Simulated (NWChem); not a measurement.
Molecule: CH6BNO2; SMILES OB(O)NC

```xyz
11

B      0.0064    -0.5510     0.0000
N      0.6551     0.7078     0.0000
C     -0.0141     1.9819     0.0000
H      1.6650     0.7567     0.0000
H      0.2296     2.5883    -0.8912
H      0.2296     2.5883     0.8912
H     -1.0993     1.8146     0.0000
O     -1.3633    -0.5923     0.0000
H     -1.6728    -1.5023     0.0000
O      0.6832    -1.7512     0.0000
H      1.6386    -1.6614     0.0000
```
Atoms are numbered in this order, from 1.

All runs: NWChem. Pople sets run with spherical d functions. Coordinates come from a PBE0/def2-SVP optimisation. Atomic charges in e: unrestrained fits to the electrostatic potential beside Mulliken populations; buried atoms are poorly determined by the fit.

For level B3LYP/def2-SVP:

```yaml
ESP B1: 0.65
Mulliken B1: -0.06
ESP N2: -0.60
Mulliken N2: -0.18
Mulliken C3: 0.11
ESP O8: -0.63
Mulliken O8: -0.17
ESP O10: -0.68
Mulliken O10: -0.18
```

Q: What are these values for level Hartree-Fock/6-31G*?

A: The ESP B1 is 0.87. The Mulliken B1 comes out as 0.89 and the ESP N2 is -0.77. The Mulliken N2 is -0.82 and the Mulliken C3 comes out as -0.28. The ESP O8 comes out as -0.74. The Mulliken O8 is -0.77 and the ESP O10 comes out as -0.79. The Mulliken O10 comes out as -0.78.
